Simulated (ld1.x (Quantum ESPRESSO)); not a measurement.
Pseudopotential generation for Ce: TM, LDA (PZ), scalar-relativistic.

```
Element                 : cerium (Ce)
Generator               : ld1.x (Quantum ESPRESSO) 7.5
Type                    : norm-conserving Troullier–Martins (Kleinman–Bylander form)
Functional              : LDA (PZ)
Relativity              : scalar-relativistic
Frozen core             : [Xe]
Valence charge          : 4
Reference configuration : 4f1 5d1 6s1.5 6p0 (charge +0.5)
Partial waves           : 6s (bound): rc 3.75 bohr; 6p (bound, empty): rc 4.00 bohr; 5d (bound): rc 2.80 bohr; 4f (bound): rc 1.30 bohr
Local potential         : all-electron potential smoothed inside 3.30 bohr (lloc = -1)
Core correction         : none
```

All-electron outer shells of the reference configuration (LDA (PZ), scalar-relativistic, ld1.x):

```tsv
shell	level (eV)	outermost node (bohr)	outermost maximum (bohr)
5s	-43.58	0.75	1.37
5p	-26.15	0.81	1.53
4f	-8.47	–	0.71
6s	-6.25	1.81	3.59
5d	-5.86	0.92	2.18
6p	-3.44	2.14	4.60
```

**Question.** Does the generator finish with these settings?

**Answer.** No. ld1.x (Quantum ESPRESSO) 7.5 stopped with "run_pseudo: Errors in PS-KS equation": the pseudo-atom solver did not find the valence states with the expected number of nodes, which is the usual sign of a ghost state.
